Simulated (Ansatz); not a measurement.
A nudged elastic band was laid between two geometries of BClFH2N + BrH (8 atoms, charge 0, multiplicity 1).

Computed with Ansatz, RKS B3LYP-D4/def2-SVP.

```yaml
movable_images: 7
climbing_image: yes
spring: 5.0 eV/Å²
optimiser: quadratic models (default)
start_path: through a guess of the saddle point
force_threshold: 0.03 eV/Å
iteration_limit: 60
end_points: relaxed
```

Initial state:

```xyz
8
Properties=species:S:1:pos:R:3
B 0.035 -0.360 0.188
N -0.011 -0.174 1.580
H -0.836 -0.388 2.127
H 0.839 -0.069 2.125
F 1.184 -0.222 -0.462
Cl -1.430 -0.742 -0.725
Br -0.809 3.277 1.396
H -0.471 1.879 1.488
```

Final state:

```xyz
8
Properties=species:S:1:pos:R:3
B -0.096 0.533 0.192
N -0.187 0.139 1.778
H -0.259 -0.878 1.888
H 0.647 0.475 2.270
F 1.062 -0.023 -0.254
Cl -1.611 -0.180 -0.568
Br -0.045 2.561 0.208
H -1.010 0.574 2.204
```

**Question.** Which bonds break or form, and what moves?

**Answer.** Bonds broken: Br7–H8. Bonds formed: B1–Br7, N2–H8. BClFH2N + BrH becomes BBrClFH3N.

**Question.** Give the energies along the band, and the barrier.

**Answer.** The run converged. The highest image is number 3 of 0 to 8, 14.7 kcal/mol above the first end and 24.0 kcal/mol above the last; the last end lies 9.3 kcal/mol below the first. A vibrational analysis at the climbing image gives one clearly imaginary mode, 729i cm⁻¹: a first-order saddle point. The orbitals stay closed-shell, which can raise the energy where a bond breaks towards radicals; this wasn't checked here.

```tsv
image	path coordinate (Å)	energy (kcal/mol)	Br7–H8 (Å)	B1–Br7 (Å)	N2–H8 (Å)
0	0.00	0.0	1.44	3.92	2.11
1	0.48	0.3	1.44	3.60	2.07
2	0.96	4.3	1.49	3.15	1.73
3	1.44	14.7	1.79	2.84	1.22
4	1.93	4.3	2.05	2.36	1.06
5	2.42	-7.0	2.48	2.07	1.03
6	2.91	-8.2	2.73	2.03	1.02
7	3.40	-8.9	2.83	2.03	1.02
8	3.89	-9.3	2.98	2.03	1.02
```

**Question.** What is the geometry of the highest image?

**Answer.** 
```xyz
8
Properties=species:S:1:pos:R:3:forces:R:3
B -0.075 0.022 0.212 0.00 0.01 0.02
N -0.093 0.104 1.721 0.00 0.00 0.00
H -0.836 -0.420 2.186 0.00 0.00 0.00
H 0.816 -0.063 2.161 0.00 -0.01 0.00
F 1.105 0.091 -0.363 0.00 0.00 -0.01
Cl -1.484 -0.596 -0.620 -0.01 -0.01 -0.01
Br -0.600 2.766 0.715 0.00 -0.01 0.00
H -0.331 1.295 1.706 -0.01 0.01 -0.01
```

**Question.** What are the harmonic wavenumbers there?

**Answer.** 729i, 97, 137, 285, 324, 358, 402, 584, 716, 884, 930, 1182, 1347, 1395, 1469, 1582, 3484, 3588 cm⁻¹.

The run took 9.8 min on 2 threads of Arm Neoverse N1, with other jobs on the host, peak memory 0.29 GiB.
